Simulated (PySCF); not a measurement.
Simulated outer-valence photoelectron spectrum of `N[Si@@H](O)P`. Method: EOM-IP-CCSD/aug-cc-pVDZ in PySCF, restricted Hartree–Fock reference, frozen core, non-relativistic, gas phase, PBE0-D3(BJ)/def2-SVP geometry.

Each root has a Gaussian of 0.6 eV full width with its one-hole share as area; cross sections and vibrations are left out, and the highest printed point is 100.

ionisation energy (eV), intensity and a bar:
```
      8.6          0 
      8.8          2 
      9.0         10 ###
      9.2         32 #########
      9.4         57 #################
      9.6         64 ###################
      9.8         62 ###################
     10.0         64 ###################
     10.2         50 ###############
     10.4         24 #######
     10.6         13 ####
     10.8         28 ########
     11.0         52 ################
     11.2         55 ################
     11.4         31 #########
     11.6         10 ###
     11.8          7 ##
     12.0         23 #######
     12.2         49 ###############
     12.4         60 ##################
     12.6         53 ################
     12.8         62 ###################
     13.0         89 ###########################
     13.2        100 ##############################
     13.4         89 ###########################
     13.6         77 #######################
     13.8         66 ####################
     14.0         41 ############
     14.2         15 ####
     14.4          3 #
     14.6          0 
     14.8          0 
     15.0          0 
     15.2          0 
     15.4          0 
     15.6          3 #
     15.8         16 #####
     16.0         41 ############
     16.2         57 #################
     16.4         43 #############
     16.6         18 #####
     16.8          4 #
     17.0          0
```

Q: Where are the maxima, and how many lines lie under the curve?

A: 6 maxima, at 9.6, 10.0, 11.1, 12.4, 13.2 and 16.2 eV, from 8 lines. At this width some lines have no maximum of their own.

Q: List the lines with their holes.

A: 
```tsv
E (eV)	leading hole (HF orbital)	area	Koopmans (eV)
9.48	HOMO	0.95	9.88
10.05	HOMO-1	0.94	11.40
11.11	HOMO-2	0.95	11.98
12.35	HOMO-3	0.94	13.70
13.00	HOMO-4	0.94	13.99
13.30	HOMO-5	0.94	14.71
13.78	HOMO-6	0.94	15.40
16.21	HOMO-7	0.94	17.76
```

The widest gap, 2.43 eV, lies between 13.78 and 16.21 eV. Only orbitals with −ε under 21 eV, eight at most, were ionised, so the high end of the curve may lack lines.

The run took 3.8 min on an Arm Neoverse V2 with one thread, shared host.

Shape of the structure used: `[NH2:1][Si@@H:2]([OH:3])[PH2:4]`: H–N1–Si2–O3 -83°, H–N1–Si2–O3 71°, H–O3–Si2–N1 59°, H–P4–Si2–N1 79°, H–P4–Si2–N1 174°.

One conformer stands for the species.
